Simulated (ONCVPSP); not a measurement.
# What the settings do to the ONCV potential of Sr

Base potential:

* Element: Sr (Z = 38)
* Generator: ONCVPSP 4.0.1
* Type: optimised norm-conserving Vanderbilt (ONCV)
* Functional: PBE
* Relativity: fully relativistic
* Frozen core: [Ar] 3d10
* Valence charge: 10
* Reference configuration: 4s2 4p6 5s1 5p1
* Partial waves: 4s+5s: rc 2.60 bohr, ncon 4, nbas 7, qcut 4.5 1/bohr, 2 projectors; 4p+5p: rc 2.15 bohr, ncon 4, nbas 7, qcut 7.9 1/bohr, 2 projectors; d scattering state at 0.16 Ha: rc 2.25 bohr, ncon 3, nbas 8, qcut 3.7 1/bohr, 2 projectors, debl 0.8 Ha
* Local potential: polynomial inside 2.10 bohr (lpopt 5, dvloc0 3 Ha)
* Core correction: Teter function, fcfact 6, rcfact 1.6

Open shells are filled in proportion to 2j + 1.

In the d channel the program set the typed energies aside and used 0.050, 0.850 Ha (j = l + 1/2; the other j can differ).

All-electron outer shells of the reference configuration (PBE, scalar-relativistic, ld1.x):

| shell | level (eV) | outermost node (bohr) | outermost maximum (bohr) |
| --- | --- | --- | --- |
| 3d | -129.37 | – | 0.38 |
| 4s | -42.22 | 0.59 | 1.19 |
| 4p | -24.12 | 0.61 | 1.33 |
| 5s | -4.18 | 1.64 | 3.62 |
| 5p | -1.83 | 1.95 | 4.77 |

Cutoffs, loose and tight: the cutoffs (Ha) at which the residual kinetic energy of the hardest occupied pseudo-wave falls to 1 and 0.1 mHa per electron. They do not see the model core or the augmentation charge, which bear on the density cutoff. Test errors are all-electron minus pseudo excitation energies from the reference, over the configurations 4s2 4p6 5s2 5p0; 4s2 4p6 5s1 5p0; 4s2 4p6 5s0 5p0; 4s2 4p6 5s0 5p2. A dash means not determined; rows that change the core or the reference have their own tests.

A true bound ghost makes a file unfit for plane-wave use even where its test errors are small: the radial tests pick states by their node count and pass the ghost by.

```csv
change,outcome,"cutoff, loose","cutoff, tight",bound ghosts,GHOST(+) flags above zero,largest test error (meV)
base,"generated, projector energies reset by the program",14 Ha,19 Ha,none,none,-1.9
scalar-relativistic,"generated, projector energies reset by the program",14 Ha,19 Ha,none,none,-3.1
"core correction Teter function, fcfact 6, rcfact 0.96","generated, projector energies reset by the program",14 Ha,19 Ha,none,none,-1.1
d: qcut 2.2,"generated, projector energies reset by the program",14 Ha,19 Ha,none,none,-1.9
"reference 4s2 4p6 5s2; wave 4p+5p: rc 2.15 bohr, ncon 4, nbas 7, qcut 7.9 1/bohr, 2 projectors becomes 4p: rc 2.15 bohr, ncon 4, nbas 7, qcut 7.9 1/bohr, 2 projectors, debl 0.3 Ha","generated, projector energies reset by the program",14 Ha,19 Ha,none,none,-5.1
```

What comes out with this change to the base: s: qcut 6; p: qcut 10.6; d: qcut 4.9?

outcome: generated, projector energies reset by the program; cutoff, loose: 18 Ha; cutoff, tight: 23 Ha; bound ghosts: none; GHOST(+) flags above zero: none; largest test error (meV): -1.6.

What comes out with this change to the base: p: rc 1.78; local potential polynomial inside 1.78 bohr (lpopt 5, dvloc0 3 Ha)?

outcome: generated, projector energies reset by the program; cutoff, loose: 18 Ha; cutoff, tight: 23 Ha; bound ghosts: p3/2; GHOST(+) flags above zero: p1/2; largest test error (meV): -2.0.
